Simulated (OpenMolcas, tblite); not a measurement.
## A ladder of methods for C2H6Cd (SMILES [CH3][Cd][CH3])

C2H6Cd: 9 atoms, total charge 0, spin state singlet. As SMILES, `[CH3][Cd][CH3]`. The coordinates come from a PBE0-D4/def2-TZVP relaxation.

Quantity: the vertical ionisation energy (to the doublet cation), in eV. The values are calculated.

```json
{"level": "IPEA1-xTB", "kind": "semi-empirical", "program": "tblite", "value (eV)": "12.83", "CPU time (all runs)": "under 2 s"}
{"level": "HF/def2-SVP (core potential)", "kind": "Hartree–Fock", "program": "OpenMolcas", "value (eV)": "7.90", "CPU time (all runs)": "28 s"}
{"level": "SVWN5/def2-SVP (core potential)", "kind": "LDA", "program": "OpenMolcas", "value (eV)": "9.04", "CPU time (all runs)": "76 s"}
{"level": "PBE/def2-SVP (core potential)", "kind": "GGA", "program": "OpenMolcas", "value (eV)": "8.74", "CPU time (all runs)": "1.8 min"}
{"level": "r2SCAN/def2-SVP (core potential)", "kind": "meta-GGA", "program": "OpenMolcas", "value (eV)": "8.71", "CPU time (all runs)": "2.1 min"}
{"level": "M06-2X/def2-SVP (core potential)", "kind": "hybrid meta-GGA", "program": "OpenMolcas", "value (eV)": "8.95", "CPU time (all runs)": "98 s"}
{"level": "PBE0/def2-SVP (core potential)", "kind": "global hybrid", "program": "OpenMolcas", "value (eV)": "8.83", "CPU time (all runs)": "78 s"}
```

Spin-orbit coupling, which can split open shells on such heavy atoms by tenths of an eV, is left out. The values span 7.90 to 12.83 eV. The xTB values lack the empirical shift that such differences need. Spin contamination of the reference (⟨S²⟩ at least 0.1 too high) touches HF/def2-SVP. CPU times are rough (shared hosts, several kinds of processor): they show what a rung costs within a factor of a few.
